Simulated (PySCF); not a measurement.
```xyz
9

C      2.5684    -0.4671    -0.3898
Si     0.9172    -0.1681    -0.3039
C     -0.5582     0.7576    -0.5358
C     -0.7577    -0.5234     0.0909
Si    -2.2696     0.4091    -0.1387
H      3.2421     0.2598    -0.8226
H      2.9850    -1.3915    -0.0138
H     -3.2154     0.0350    -1.2041
H     -2.9132     1.0711     1.0089
```

Charge 0, multiplicity 1.

Question: Give the Mulliken and meta-Löwdin atomic charges from ωB97X-D3(BJ)/def2-TZVP run with PySCF.

Answer: 
```json
[
 {"atom": "C1", "Mulliken (e)": "-0.53", "meta-Löwdin (e)": "-0.72"},
 {"atom": "Si2", "Mulliken (e)": "0.27", "meta-Löwdin (e)": "0.84"},
 {"atom": "C3", "Mulliken (e)": "-0.16", "meta-Löwdin (e)": "-0.46"},
 {"atom": "C4", "Mulliken (e)": "-0.16", "meta-Löwdin (e)": "-0.46"},
 {"atom": "Si5", "Mulliken (e)": "0.28", "meta-Löwdin (e)": "0.68"},
 {"atom": "H6", "Mulliken (e)": "0.15", "meta-Löwdin (e)": "0.15"},
 {"atom": "H7", "Mulliken (e)": "0.15", "meta-Löwdin (e)": "0.15"},
 {"atom": "H8", "Mulliken (e)": "0.00", "meta-Löwdin (e)": "-0.09"},
 {"atom": "H9", "Mulliken (e)": "0.00", "meta-Löwdin (e)": "-0.09"}
]
```
